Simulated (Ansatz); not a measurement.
A nudged elastic band was laid between two geometries of ClGeH3O3 + H3P (12 atoms, charge 0, multiplicity 1).

Computed with RHF/def2-SVP in Ansatz 0.2.0.

| Quantity | Value |
| --- | --- |
| movable images | 7 |
| climbing image | yes |
| spring | 5.0 eV/Å² |
| optimiser | quadratic models (default) |
| start path | through a guess of the saddle point |
| force threshold | 0.03 eV/Å |
| iteration limit | 60 |
| end points | relaxed |

Image 0:

```xyz
12
Properties=species:S:1:pos:R:3
Ge -0.346 -0.597 0.010
Cl -0.199 -0.712 2.139
O 1.197 -0.502 -0.768
H 1.649 -1.315 -0.942
O -1.221 0.850 -0.352
H -1.001 1.285 -1.163
O -1.113 -2.043 -0.569
H -1.884 -2.352 -0.115
P 2.127 3.373 1.448
H 3.201 2.466 1.598
H 1.730 2.892 0.181
H 1.198 2.600 2.178
```

Image 8:

```xyz
12
Properties=species:S:1:pos:R:3
Ge 0.477 0.333 -0.403
Cl -1.178 0.213 3.504
O 1.372 -0.210 -1.801
H 1.541 -1.141 -1.836
O -0.937 1.207 -0.939
H -1.406 0.852 -1.681
O 0.058 -1.164 0.399
H -0.432 -1.114 1.208
P 1.578 1.798 1.007
H 2.847 1.196 0.888
H 1.781 2.808 0.045
H -0.363 1.163 3.254
```

**Question.** Which bonds break or form, and what moves?

**Answer.** Bonds broken: Ge1–Cl2, P9–H12. Bonds formed: Ge1–P9, Cl2–H12. ClGeH3O3 + H3P becomes ClH + GeH5O3P.

**Question.** What energy profile does the band end with?

**Answer.** It did not converge within its limit. The highest image is number 5 of 0 to 8, 1.74 eV above the first end and 1.12 eV above the last; the last end lies 0.62 eV above the first. The band didn't meet its force threshold, so its energies are provisional: the largest band force was still 0.08 eV/Å, and over the last iterations the top stayed at 1.74 eV. Neighbouring images lie up to 2.3 Å apart, so the band is torn or far too coarse. Inner images lie below an end point, which means an intermediate or an end that isn't the lowest structure nearby. The orbitals stay closed-shell, which can raise the energy where a bond breaks towards radicals; this wasn't checked here.

```
image  path coordinate (Å)  energy (eV)  Ge1–Cl2 (Å)  P9–H12 (Å)  Ge1–P9 (Å)
    0                 0.00         0.00         2.14        1.41        4.89
    1                 2.31        -0.01         2.14        1.41        5.10
    2                 4.62        -0.01         2.14        1.41        5.18
    3                 6.93         0.08         2.14        1.41        4.69
    4                 9.23         1.01         2.33        1.40        2.58
    5                11.54         1.74         3.39        1.56        2.35
    6                12.80         0.71         3.83        2.67        2.32
    7                14.05         0.65         4.01        3.06        2.31
    8                15.31         0.62         4.24        3.04        2.31
```

The band took 60 iterations and of the order of 40 core-minutes.

Run time: 12 min on 4 threads of Arm Neoverse V1, on a shared host, peak memory 0.42 GiB.
